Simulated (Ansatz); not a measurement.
Molecule: MgCl₂, charge 0, multiplicity 1. 
Coordinates optimised at B3LYP-D3(BJ)/def2-TZVP (Ansatz, a quantum-chemistry and plane-wave program):
SMILES: [Cl][Mg][Cl]
```xyz
3

Mg     0.0000     0.0000     0.0000
Cl     0.0000     0.0000    -2.1757
Cl     0.0000     0.0000     2.1757
```

Basis-set convergence of Hartree-Fock and CCSD correlation energies (hartree) with Ansatz. Cores are frozen in the correlated levels unless marked. Spin-orbit coupling is left out. Non-relativistic.

```tsv
basis	functions	E(HF)	E(corr, CCSD)
def2-SVP	54	-1118.41690	-0.31077
def2-TZVPP	116	-1118.80010	-0.43857
def2-QZVPP	203	-1118.83530	-0.48079
```

Extrapolating the two largest sets (X = 3 and 4) as X^-3: E(corr) = (64·(-0.48079) - 27·(-0.43857))/37 = -0.5116 Eh, an estimate of the basis-set limit. The largest set recovers 94.0 % of it, the smallest 60.7 %.
